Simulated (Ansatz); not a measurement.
Mulliken charges of FH4SbSeSi (`F[SiH2][SbH][SeH]`) from PBE/def2-TZVPP in Ansatz (PBE0-D4/def2-TZVP geometry).

```tsv
atom	x (Å)	y (Å)	z (Å)	charge (e)
F1	-1.689	1.723	-0.357	-0.276
Si2	-0.134	1.329	-0.390	0.384
Sb3	0.280	-0.537	1.333	0.263
Se4	-0.243	-2.361	-0.393	-0.245
H5	0.194	0.890	-1.770	-0.057
H6	0.648	2.544	-0.038	-0.069
H7	1.948	-0.447	0.948	-0.072
H8	-0.911	-3.199	0.611	0.072
```

**Question.** By hand: the dipole of these point charges (1 e Å = 4.8032 D).

**Answer.** Σ q r = (0.286, 0.048, 0.475) e Å, of length 0.557 e Å = 2.68 D.

**Question.** How does the dipole of the full density compare? (Best estimate.)

**Answer.** The calculation gave: (0.185, 0.014, 0.235) e Å, 1.44 D; the point charges give 1.86 times that, at 7° from its direction.

Point charges leave out the atoms' own dipoles, such as those of lone pairs, and Mulliken's split depends on the basis, so the two needn't agree.
